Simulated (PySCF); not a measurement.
A series of substituents X on one scaffold: HS-X. Isolated molecules, 0 K electronic values unless said otherwise. One relaxed conformer stands for each flexible species; it need not be the lowest. Strings in code marks are SMILES.

All values below come from B3LYP-D3(BJ)/def2-TZVP in PySCF. All candidates: neutral, multiplicity 1. B3LYP has the VWN-RPA correlation part, as in Gaussian. Excitations are Tamm–Dancoff values on a coarser integration grid. The basis has no diffuse functions, so Rydberg states are missing or too high.

HOMO: -8.00 eV
LUMO: -1.61 eV
T1 excitation (TDA): 4.37 eV

**Question.** Identify which member has these values.
(A) `CS(=O)(=O)S` (O–S–S–H torsion 30°)
(B) `S=CS` (S–C–S–H torsion 180°)
(C) `N#CS`
(D) `FC(F)(F)S`

**Answer.** A, `CS(=O)(=O)S` (O–S–S–H torsion 30°). The others give `S=CS` (S–C–S–H torsion 180°): -6.48 eV, -2.46 eV, 2.18 eV; `N#CS`: -8.05 eV, -1.28 eV, 4.87 eV; `FC(F)(F)S`: -7.99 eV, -0.73 eV, 5.07 eV
